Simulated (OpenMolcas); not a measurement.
Co3+: moving or changing the point charges

Co3+ among 6 point charges of -2.2 e arranged as a tetragonal octahedron (D4h), 1.99 Å from the ion, with the axial distance 2.129 Å.

| Property | Result |
| --- | --- |
| Program | OpenMolcas |
| Method | CASSCF |
| Basis | ANO-RCC-VDZP [5s4p2d1f] |
| Scalar Hamiltonian | DKH2, point nucleus |
| Active space | 6 electrons in 5 orbitals (3d) |
| State averaging | 2S+1 = 5 even, 5 roots; 2S+1 = 3 even, 45 roots; 2S+1 = 1 even, 50 roots |
| Spin-orbit coupling | state interaction with AMFI integrals over the reference wave functions |

Runs around this geometry, states (labels of D4, the rotations of D4h). Energies in cm-1 above the lowest state or level, χT in cm3 K/mol.

```json
{"R (Å)": "1.99", "q (e)": "-1.43", "Axial / equatorial distance": "1.07", "Ground state": "5E", "First state of that spin": "5B2 943.7", "First gap with spin-orbit (degeneracies)": "32.2 (2, 1)", "χT at 300 K": "4.473", "First state of another spin": "3E 25016"}
{"R (Å)": "1.99", "q (e)": "-2.2", "Axial / equatorial distance": "1.07", "Ground state": "5E", "First state of that spin": "5B2 1502", "First gap with spin-orbit (degeneracies)": "59.3 (2, 1)", "χT at 300 K": "4.222", "First state of another spin": "3E 24591"}
{"R (Å)": "2.22", "q (e)": "-2.2", "Axial / equatorial distance": "1.07", "Ground state": "5E", "First state of that spin": "5B2 1102", "First gap with spin-orbit (degeneracies)": "30.5 (2, 1)", "χT at 300 K": "4.510", "First state of another spin": "3E 25154"}
{"R (Å)": "1.99", "q (e)": "-2.2", "Axial / equatorial distance": "1.16", "Ground state": "5E", "First state of that spin": "5A1 1677", "First gap with spin-orbit (degeneracies)": "49.4 (2, 1)", "χT at 300 K": "4.345", "First state of another spin": "3E 24632"}
```

Taking the first state of the same spin as R^-n, n = -ln(1102 / 1502) / ln(2.22 / 1.99) = 2.8 between the shortest and longest distance.

Scaling the charges by -1.43 / -2.2 = 0.65 scales the first state of the same spin by 943.7 / 1502 = 0.63; with fixed orbitals a first-order splitting would follow the charge.

An orbital doublet at a regular site is open to a Jahn-Teller distortion, which this geometry leaves out. Without dynamic correlation the repulsion within the d shell is too large (B by tens of per cent), so at a given field states of lower spin stand too high. Point charges give a weaker field than real ligands, and real ions of this kind are often low spin; the high spin found here belongs to the model. The ground term spreads over less than 5000 cm-1, several times less than with real ligands, so orbital moments are less quenched and χT lies further from the spin-only value than at real sites (holds for R = 1.99, q = -1.43, ratio = 1.07; R = 2.22, q = -2.2, ratio = 1.07). Point charges carry no covalency, so the field is a model and not that of real ligands. No measured value stands beside these numbers.
